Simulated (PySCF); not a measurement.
# What an electron can do to ZnH

CCSD(T) in PySCF with def2-TZVPPD on every atom, for the lowest determinant that a PBE0 search found; no spin–orbit coupling.

```json
{"species": "ZnH", "state (unpaired electrons)": "doublet (σ ↑)", "Re (Å)": "1.590", "ωe (cm⁻¹)": "1603", "energy of the minimum from the neutral (eV)": "0.00", "De (eV)": "1.03", "dissociates to": "Zn + H"}
{"species": "ZnH⁺", "state (unpaired electrons)": "singlet (closed shell)", "Re (Å)": "1.523", "ωe (cm⁻¹)": "1882", "energy of the minimum from the neutral (eV)": "7.64", "De (eV)": "2.41", "dissociates to": "Zn⁺ + H"}
```

Work out the lowest energy to break ZnH into atoms, from its vibrational ground state.

D0 = De − ωe/2 = 1.03 − 0.10 = 0.93 eV (CCSD(T)/def2-TZVPPD).

Work out the ionisation energy of the Zn atom at this level and the threshold of dissociative ionisation.

IE(Zn) = 7.64 + 2.41 − 1.03 = 9.02 eV, so Zn⁺ + H + e⁻ appears at D0 + IE(Zn) = 9.95 eV (CCSD(T)/def2-TZVPPD). The measured IE(Zn) is 9.394 eV (NIST ASD).

These are thermodynamic thresholds; the onsets seen under electron impact lie higher where the geometry changes, and cross-sections peak well above them.

Correlated steps freeze 5 core orbitals. For an ion De counts to the pair picked by the measured ionisation energies or electron affinities, which need not be the lowest pair at this level. Where the molecule has an RHF reference, its open-shell atoms are computed with UHF. States were picked by a PBE0 search and need not be the measured ground states.
